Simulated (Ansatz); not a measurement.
**Reading a saddle point**

A first-order saddle point of SiH2Cl3OF, closed shell, PBE0-D4/def2-TZVP, with one imaginary mode of 820i cm⁻¹:

```csv
atom,x (Å),y (Å),z (Å)
Si1,-0.4441,-0.2141,-0.2603
O2,0.6502,0.4698,0.9397
Cl3,0.2377,-1.6302,-1.5567
Cl4,-1.3469,-1.4678,1.1522
Cl5,-2.0223,0.9300,-0.8152
H6,1.1425,0.9726,0.0299
F7,0.7398,1.0352,-1.1017
H8,1.0430,-0.0957,1.6121
```

Computed with Ansatz 0.2.0 (basis: def2-TZVPP and def2-QZVPP); correlated methods freeze the cores. Extrapolation: Hartree–Fock as exp(−7.88 √X), correlation as X^−2.97.

Task: Which contacts change along the imaginary mode, and what lies on either side? (A judgement: the text doesn't fix the answer.)

Result: By the calculation: The step is SiHCl₃O ([OH][Si]([Cl])([Cl])[Cl]) + HF → SiCl₃F ([F][Si]([Cl])([Cl])[Cl]) + H₂O, with the molecules in contact on both sides. Shortening one way: Si1–F7, O2–H6; lengthening the same way: Si1–O2, H6–F7.
```csv
pair,one side (Å),saddle (Å),other side (Å)
Si1–F7,3.94,1.92,1.58
O2–H6,1.76,1.15,0.96
Si1–O2,1.63,1.76,3.29
H6–F7,0.93,1.20,2.56
```

Task: Which side is lower, and how far does the saddle lie above each? (To be estimated.)

Result: Computed: The side with Si1–F7, O2–H6 short is lower by 4.46 kcal/mol; the saddle lies 32.14 kcal/mol above it and 27.68 kcal/mol above the other (CCSD(T) at an estimated basis limit (MP2 extrapolated from triple and quadruple zeta, plus CCSD(T) − MP2 in triple zeta); electronic energies).

T1 diagnostic: at most 0.011.

Steps of this kind, hydrogen fluoride cutting a network bond, underlie vapour etching and the fluorination step of atomic layer etching.

Labels in which every atom is bracketed show which atoms are joined, not bond orders.

For scale, one of the runs: CCSD(T)/def2-TZVPP, 258 basis functions, launched by `ansatz run in.yaml --threads 8 --pin off --events-out ev --progress --plain --max-ram 19148MiB`. Hardware: 8 CPU threads of an Intel Xeon, shared host. Wall time 2.4 min; peak host memory 5.7 GiB.
